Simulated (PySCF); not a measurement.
## Al⁺: interval between two levels

Al⁺ [Ne] 3s2 → Al⁺ [Ne] 3p2 [3P2, M_J = 2], as a difference of total energies. Calculation: PySCF 2.14, in x2c-TZVPall-2c with one added diffuse shell each of s, p type (6s7p2d1f, 44 functions); the two-component X2C-1e Hamiltonian. Correlated levels: [Ne] frozen; the 6 highest virtual spinors dropped. "Screened" scales the spin-orbit matrix elements by Boettger's factors to mimic the two-electron term; Breit and QED terms are absent.

```
                    method  interval between two levels (cm⁻¹)
           GHF (spin-free)                               86605
          GMP2 (spin-free)                               91312
 GHF (screened spin-orbit)                               86667
GMP2 (screened spin-orbit)                               91373
```

Errors of the correlated levels include the incompleteness of this basis and the frozen core.

The labels give the starting determinants; with spin-orbit coupling the two ends relaxed to ⟨J²⟩ = 0.00, ⟨L²⟩ = 0.00, ⟨S²⟩ = 0.00 and ⟨J²⟩ = 6.00, ⟨L²⟩ = 2.00, ⟨S²⟩ = 2.00.

For comparison: 94269 cm⁻¹ (measured; NIST Handbook of Basic Atomic Spectroscopic Data (Sansonetti and Martin, J. Phys. Chem. Ref. Data 34, 1559 (2005))).
